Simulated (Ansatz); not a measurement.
```yaml
crystal:
  periodic: [false, false, false]
  atoms:
    - {symbol: B, position_ang: [-0.792316, -0.230375, -0.615580]}
    - {symbol: Si, position_ang: [0.607512, 0.579234, 0.579949]}
    - {symbol: Zn, position_ang: [-0.052370, -2.325942, -0.797288]}
    - {symbol: H, position_ang: [-1.851709, -0.567097, -0.153512]}
    - {symbol: H, position_ang: [-0.750603, -0.035162, -1.802744]}
    - {symbol: H, position_ang: [0.249990, 2.014149, 0.808146]}
    - {symbol: H, position_ang: [1.981808, 0.566800, -0.000052]}
    - {symbol: H, position_ang: [0.699788, -0.058605, 1.925281]}
basis:
  gaussian: {orbitals: def2-TZVPD}
magnetization: {spin_polarized: true, initial_magnetization: 4}
hamiltonian: {xc: {name: wPBEh}}
output: {forces: true}
```

```sh
$ ansatz run in.yaml --threads 2 --pin off --events-out ev --progress --plain --max-ram 4352MiB
```

It prints (some lines left out):

```
Functional definition: wPBEh
1253 factors; their error is unknown
137 factors; integrals over basis functions are off by at most 3.4e-5 eV
mean field evaluation 1: about -57028.1898 eV, gradient 3.8e1 eV
mean field evaluation 2: about -57001.5352 eV, gradient 8.8e1 eV
mean field evaluation 4: about -57036.2814 eV, gradient 3.5e0 eV
mean field evaluation 8: about -57036.3519 eV, gradient 1.2e-1 eV
mean field evaluation 16: about -57036.4539 eV, gradient 1.1e-3 eV
mean field -57036.45389564 eV, -2096.0510199677 hartree, gradient 9.5e-6 eV, S^2 6.008611; 3 other end points of the search recorded, 0 dependent functions left out
reference -57036.45397722 eV, -2096.0510229657 hartree; 29, 25 occupied and 147, 151 virtual orbitals, 1253 factors
Total energy: -57036.45397722 eV, -2096.0510229657 hartree
Atom 0 at    -0.792316    -0.230375    -0.615580 Å, force    -2.404669    -0.033672    -1.615158 eV/Å
Atom 1 at     0.607512     0.579234     0.579949 Å, force     1.774664     0.718688     1.413626 eV/Å
Atom 2 at    -0.052370    -2.325942    -0.797288 Å, force     0.413300    -1.004532    -0.049120 eV/Å
Atom 3 at    -1.851709    -0.567097    -0.153512 Å, force     0.405831     0.118088     1.037823 eV/Å
Atom 4 at    -0.750603    -0.035162    -1.802744 Å, force     1.034135     0.419965     0.097273 eV/Å
Atom 5 at     0.249990     2.014149     0.808146 Å, force    -0.389603     0.303928    -0.160692 eV/Å
Atom 6 at     1.981808     0.566800    -0.000052 Å, force    -0.350935    -0.229021    -0.460614 eV/Å
Atom 7 at     0.699788    -0.058605     1.925281 Å, force    -0.482723    -0.293443    -0.263139 eV/Å
Dipole moment:    -0.019728     0.659362     0.199827 e Å
```

Question: Something in this input is off. What?

Answer: The spin is set far too high for this molecule. Self-consistency was reached. The result belongs to that input, not to the molecule as meant.
